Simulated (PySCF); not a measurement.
C6H18Si2, charge +1, doublet, geometry from GFN2-xTB (a state made from the parent by changing its charge; the spin is typed, not shown lowest). Base run: PySCF with DF-BLYP/def2-SV(P).

The PySCF input:
```python
from pyscf import gto, scf, dft

mol = gto.M(
    atom='''
C    -1.73694080   -0.74692457   -1.72829278
Si   -1.33539567   -0.22157629    0.04899257
C    -2.00789628    1.47261953    0.57185621
C    -1.46557744   -1.59052092    1.35473849
Si    1.32591254    0.21993936   -0.06371715
C     1.72461407    0.75245252    1.71204185
C     1.45862465    1.58337799   -1.37497967
C     1.99915905   -1.47635468   -0.57876097
H    -1.20605232   -1.64857425   -2.02011783
H    -1.50045032    0.02994374   -2.44977977
H    -2.79996268   -0.95723512   -1.82154815
H    -3.09134913    1.43105111    0.65763559
H    -1.62274273    1.78737040    1.53755677
H    -1.77418179    2.24855082   -0.15156824
H    -2.50730110   -1.86836191    1.49809590
H    -0.93234578   -2.49028070    1.06129439
H    -1.08341044   -1.27411555    2.32109835
H     2.78866784    0.95634355    1.80812366
H     1.19847245    1.65918825    1.99666659
H     1.48032046   -0.01868995    2.43704488
H     1.07929121    1.26259976   -2.34099485
H     0.92399758    2.48405326   -1.08701427
H     2.50057626    1.86134945   -1.51672101
H     1.61318170   -1.79635666   -1.54240907
H     1.76686763   -2.24876455    0.14886246
H     3.08248092   -1.43437143   -0.66603498
''',
    basis='def2-sv(p)',
    charge=1,
    spin=1,
    verbose=4,
)

mf = dft.UKS(mol)
mf.xc = 'blyp'
mf = mf.density_fit(auxbasis='def2-universal-jkfit')
mf.kernel()
```

Variants of this job, named by their change:

```
change                      E (Eh)  HOMO (eV)  <S^2>  core-seconds (rough)                outcome
----------------------  ----------  ---------  -----  --------------------  ---------------------
base                    -817.64145     -10.17  0.751                    20              converged
functional = lc_wpbe    -817.51412     -14.18  0.752                    30              converged
functional = wb97x      -817.76565     -13.77  0.752                    20              converged
functional = pw91,pw91  -817.67307     -10.43  0.751                    30              converged
functional = tpssh      -817.90774     -11.07  0.752                    40              converged
functional = bp86       -817.87643     -10.45  0.751                    20              converged
functional = mn12l      -817.38760     -10.42  0.760                    50              converged
functional = tpss       -817.93662     -10.60  0.752                    50              converged
functional = wb97x_v             -          -      -                     -  cut at the time limit
functional = bhandhlyp  -817.66522     -12.61  0.752                    20              converged
functional = revpbe     -817.63731     -10.39  0.752                    20              converged
functional = wb97m_v             -          -      -                     -  cut at the time limit
functional = mn15       -817.17783     -11.56  0.756                    40              converged
```

Absolute energies of different levels of theory aren't comparable as measures of quality.

Open shells are given as the SCF converged; they aren't shown to be the lowest states, and a large step between rows can be another state.
